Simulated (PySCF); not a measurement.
**One molecule, a ladder of functionals, a line**

Molecule: SMILES C(C)[SiH](O)O, C₂H₈O₂Si.

Bonds (- single, = double, # triple, : aromatic): C1-C2 1.526 Å, C2-Si3 1.862 Å, Si3-O4 1.669 Å, Si3-O5 1.661 Å. C1 carries H6, H7, H8; C2 carries H9, H10; Si3 carries H11; O4 carries H12; O5 carries H13.

GIAO shieldings (ppm, equivalent atoms averaged) in PySCF 2.14.0 with density-fitted response routines on the PBE0-D3(BJ)/def2-SVP geometry, basis pcSseg-2, gas phase, non-relativistic:

```tsv
functional	exact exchange (%)	σ(C2)	σ(Si3)	σ(O4/O5)
BLYP	0	159.8	328.4	263.7
BP86	0	165.1	334.6	266.0
PBE	0	165.1	334.7	265.7
B3LYP	20	165.5	342.2	271.2
PBE0	25	171.7	352.4	275.0
BHandHLYP	50	172.3	363.6	280.3
HF	100	182.0	402.9	293.0
```

(1) Fit each shielding as a line in the percentage of exact exchange.

(2) What does the line predict for mPW1PW91 (25 %), and what does the run give?

Results:

(1) σ(C2) = 163.6 + 0.19 x (rms 2.2 ppm); σ(Si3) = 331.9 + 0.70 x (rms 3.0 ppm); σ(O4/O5) = 265.7 + 0.28 x (rms 1.2 ppm). The functionals also differ in their semilocal parts, which the line can't hold; Hartree–Fock has no correlation at all.

(2) σ(C2): 168.3 predicted, 171.1 computed; σ(Si3): 349.4 predicted, 352.0 computed; σ(O4/O5): 272.7 predicted, 275.0 computed ppm.
